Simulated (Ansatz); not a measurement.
Steps of a relaxation of C$_{2}$H$_{8}$SSi$_{2}$, SMILES `C=C(S)[SiH2][SiH3]` with RKS PBE-D4/def2-SVP.

```sh
$ ansatz run in.yaml --threads 4 --pin off --events-out ev --progress --plain --max-ram 10444MiB
```

```yaml
crystal:
  periodic: [false, false, false]
  atoms:
    - {symbol: C, position_ang: [-0.260700, -0.104300, 2.113600]}
    - {symbol: C, position_ang: [0.477800, -0.027200, 1.016600]}
    - {symbol: S, position_ang: [1.920100, -0.952800, 0.940900]}
    - {symbol: Si, position_ang: [0.191900, 1.018400, -0.488400]}
    - {symbol: Si, position_ang: [-0.703600, -0.331700, -2.198300]}
    - {symbol: H, position_ang: [-1.225700, 0.538600, 2.163100]}
    - {symbol: H, position_ang: [-0.048300, -0.662200, 2.977000]}
    - {symbol: H, position_ang: [1.973200, -1.471200, 2.178700]}
    - {symbol: H, position_ang: [-0.895600, 2.054000, -0.083500]}
    - {symbol: H, position_ang: [1.339800, 1.740900, -0.905300]}
    - {symbol: H, position_ang: [-1.952500, -1.028700, -1.721400]}
    - {symbol: H, position_ang: [-1.035400, 0.510800, -3.351900]}
    - {symbol: H, position_ang: [0.239100, -1.319400, -2.626300]}
basis:
  gaussian: {orbitals: def2-SVP}
hamiltonian: {xc: pbe, dispersion: d4}
relax: {f_tol: 0.03, max_steps: 200}
```

Positions (Å) and forces (eV/Å) along the path, 10 of 12 steps:

```xyz
13
step=1 energy=-28768.0169 eV
C    -0.261   -0.104    2.114   -3.736    2.823   -0.410
C     0.478   -0.027    1.017    0.732   -0.264    0.166
S     1.920   -0.953    0.941    1.947   -0.687   -1.324
Si    0.192    1.018   -0.488   -2.616    0.099    0.197
Si   -0.704   -0.332   -2.198   -0.696    0.581    0.861
H    -1.226    0.539    2.163    1.263   -0.878    0.060
H    -0.048   -0.662    2.977    0.520   -1.227    1.517
H     1.973   -1.471    2.179   -0.189   -0.166    0.557
H    -0.896    2.054   -0.084    0.479   -0.464   -0.221
H     1.340    1.741   -0.905    1.492    0.736   -0.451
H    -1.952   -1.029   -1.721    0.035    0.061    0.045
H    -1.035    0.511   -3.352   -0.214    0.424   -0.586
H     0.239   -1.319   -2.626    0.984   -1.038   -0.413
13
step=2 energy=-28768.4448 eV
C    -0.266   -0.033    2.171   -1.147    0.796   -0.163
C     0.526    0.030    1.079   -0.053   -0.416    0.274
S     1.962   -0.954    0.891    0.642   -0.203   -0.350
Si    0.115    1.022   -0.465   -0.608    0.180   -0.011
Si   -0.679   -0.331   -2.227   -0.325    0.126    0.471
H    -1.188    0.601    2.217    0.443   -0.274    0.011
H    -0.118   -0.708    3.020    0.250   -0.145    0.190
H     1.957   -1.561    2.109   -0.064   -0.068    0.116
H    -0.948    2.037   -0.091    0.115   -0.125   -0.062
H     1.325    1.726   -0.927    0.486    0.330   -0.155
H    -1.919   -1.011   -1.707   -0.016   -0.049   -0.086
H    -1.046    0.508   -3.409   -0.035    0.129   -0.133
H     0.299   -1.359   -2.647    0.311   -0.281   -0.103
13
step=3 energy=-28768.4797 eV
C    -0.321   -0.052    2.121    0.441   -0.101    0.323
C     0.496   -0.032    1.035    0.045    0.184    0.339
S     2.004   -0.952    0.856   -0.144   -0.090    0.156
Si    0.121    1.071   -0.467   -0.041   -0.294   -0.052
Si   -0.694   -0.350   -2.162    0.054    0.146   -0.150
H    -1.202    0.601    2.168   -0.148    0.031   -0.056
H    -0.089   -0.627    3.055   -0.119    0.100   -0.521
H     1.931   -1.635    2.044    0.029    0.053   -0.136
H    -0.944    2.060   -0.096   -0.030    0.054    0.064
H     1.368    1.808   -0.902   -0.093   -0.083    0.016
H    -1.941   -1.070   -1.710    0.063    0.044    0.041
H    -1.046    0.514   -3.349   -0.012   -0.104   -0.048
H     0.337   -1.370   -2.578   -0.044    0.060    0.024
13
step=4 energy=-28768.5008 eV
C    -0.294   -0.018    2.140    0.071   -0.017    0.070
C     0.506   -0.017    1.047    0.032    0.100    0.011
S     1.982   -0.981    0.853   -0.077   -0.002   -0.008
Si    0.099    1.043   -0.480    0.186    0.251    0.470
Si   -0.677   -0.329   -2.164   -0.171   -0.301   -0.459
H    -1.179    0.634    2.186   -0.054    0.003   -0.019
H    -0.088   -0.638    3.034   -0.008    0.025   -0.103
H     1.898   -1.653    2.038    0.036   -0.050    0.024
H    -0.964    2.035   -0.088    0.001   -0.007    0.008
H     1.336    1.796   -0.905   -0.046   -0.036   -0.034
H    -1.905   -1.070   -1.698    0.036    0.024    0.018
H    -1.056    0.499   -3.368    0.008   -0.029    0.001
H     0.362   -1.337   -2.582   -0.013    0.039    0.021
13
step=6 energy=-28768.5190 eV
C    -0.274    0.017    2.163    0.002    0.002    0.006
C     0.515   -0.004    1.063   -0.009   -0.003    0.013
S     1.944   -1.025    0.840   -0.006   -0.001   -0.012
Si    0.092    1.052   -0.455    0.004   -0.013   -0.018
Si   -0.671   -0.341   -2.195    0.002    0.003    0.006
H    -1.148    0.685    2.208   -0.018    0.011    0.017
H    -0.083   -0.618    3.046    0.009   -0.003   -0.005
H     1.874   -1.700    2.026    0.001   -0.009    0.002
H    -0.986    2.022   -0.055   -0.003    0.006    0.008
H     1.309    1.819   -0.902    0.003    0.006   -0.016
H    -1.877   -1.109   -1.721    0.007   -0.005    0.000
H    -1.068    0.483   -3.392    0.000    0.000   -0.007
H     0.395   -1.317   -2.612    0.006    0.006    0.005
13
step=8 energy=-28768.5216 eV
C    -0.247    0.066    2.192    0.014    0.071   -0.115
C     0.499   -0.006    1.062   -0.062    0.006    0.057
S     1.862   -1.107    0.792   -0.031    0.021   -0.012
Si    0.063    1.056   -0.448   -0.013   -0.011   -0.034
Si   -0.647   -0.350   -2.202    0.013   -0.023    0.019
H    -1.082    0.783    2.265    0.053   -0.058    0.008
H    -0.052   -0.572    3.069    0.003   -0.041    0.078
H     1.795   -1.777    1.980    0.003   -0.007    0.017
H    -1.026    2.008   -0.030    0.003   -0.007   -0.013
H     1.262    1.847   -0.902    0.014    0.006    0.000
H    -1.804   -1.200   -1.744    0.031    0.024   -0.006
H    -1.085    0.467   -3.390   -0.006    0.000   -0.002
H     0.482   -1.251   -2.630   -0.023    0.018    0.005
13
step=9 energy=-28768.5222 eV
C    -0.237    0.081    2.208    0.021    0.081   -0.127
C     0.484   -0.010    1.062   -0.079    0.019    0.095
S     1.822   -1.136    0.772   -0.039    0.017    0.003
Si    0.050    1.056   -0.446    0.018    0.009   -0.048
Si   -0.631   -0.348   -2.211   -0.021   -0.060    0.026
H    -1.059    0.814    2.299    0.082   -0.083   -0.013
H    -0.032   -0.555    3.085   -0.003   -0.028    0.044
H     1.765   -1.802    1.964    0.005    0.001    0.007
H    -1.045    2.005   -0.037    0.004   -0.012   -0.007
H     1.249    1.850   -0.899    0.008    0.010    0.026
H    -1.767   -1.222   -1.741    0.034    0.018   -0.030
H    -1.096    0.458   -3.396    0.004    0.000    0.015
H     0.515   -1.226   -2.646   -0.034    0.029    0.009
13
step=10 energy=-28768.5231 eV
C    -0.227    0.094    2.217    0.009    0.048   -0.112
C     0.475   -0.011    1.060   -0.098    0.047    0.138
S     1.791   -1.156    0.756   -0.005   -0.018    0.015
Si    0.049    1.059   -0.449   -0.022   -0.015   -0.022
Si   -0.626   -0.354   -2.211    0.022   -0.024   -0.005
H    -1.041    0.834    2.319    0.093   -0.072   -0.025
H    -0.020   -0.545    3.094   -0.002   -0.003   -0.001
H     1.744   -1.815    1.953    0.006    0.009   -0.009
H    -1.056    1.999   -0.051    0.008   -0.001    0.007
H     1.250    1.863   -0.882   -0.011   -0.011    0.005
H    -1.746   -1.251   -1.748    0.037    0.032   -0.010
H    -1.107    0.456   -3.388    0.004   -0.013    0.015
H     0.535   -1.208   -2.655   -0.040    0.021    0.001
13
step=11 energy=-28768.5237 eV
C    -0.225    0.098    2.219   -0.002    0.013   -0.058
C     0.472   -0.010    1.061   -0.071    0.029    0.095
S     1.783   -1.160    0.755    0.010   -0.028    0.009
Si    0.046    1.058   -0.450    0.017   -0.017   -0.007
Si   -0.620   -0.357   -2.214   -0.008    0.002   -0.004
H    -1.035    0.839    2.323    0.052   -0.038   -0.018
H    -0.022   -0.544    3.095    0.005    0.011   -0.009
H     1.744   -1.811    1.956    0.003    0.009   -0.011
H    -1.057    1.999   -0.048   -0.004   -0.006   -0.008
H     1.249    1.862   -0.874   -0.010   -0.005   -0.005
H    -1.738   -1.254   -1.748    0.020    0.015   -0.004
H    -1.110    0.457   -3.385    0.002   -0.008    0.007
H     0.532   -1.211   -2.674   -0.014    0.022    0.014
13
step=12 energy=-28768.5244 eV
C    -0.222    0.102    2.222    0.011    0.003    0.006
C     0.468   -0.016    1.063   -0.009   -0.003   -0.008
S     1.767   -1.182    0.754   -0.003    0.007    0.008
Si    0.045    1.051   -0.450    0.005   -0.001    0.006
Si   -0.619   -0.354   -2.219   -0.006    0.001   -0.004
H    -1.024    0.850    2.323    0.004    0.003   -0.001
H    -0.016   -0.532    3.101   -0.004   -0.004    0.000
H     1.744   -1.809    1.968    0.001   -0.002   -0.002
H    -1.063    1.988   -0.051   -0.003   -0.001    0.000
H     1.244    1.859   -0.874    0.000   -0.001    0.001
H    -1.725   -1.263   -1.755    0.001   -0.003    0.001
H    -1.120    0.463   -3.381   -0.002    0.003   -0.005
H     0.540   -1.191   -2.686    0.005   -0.003   -0.001
```

Run time 18 s (4 threads of an Arm Neoverse V1 on a shared host); peak host memory 0.18 GiB.
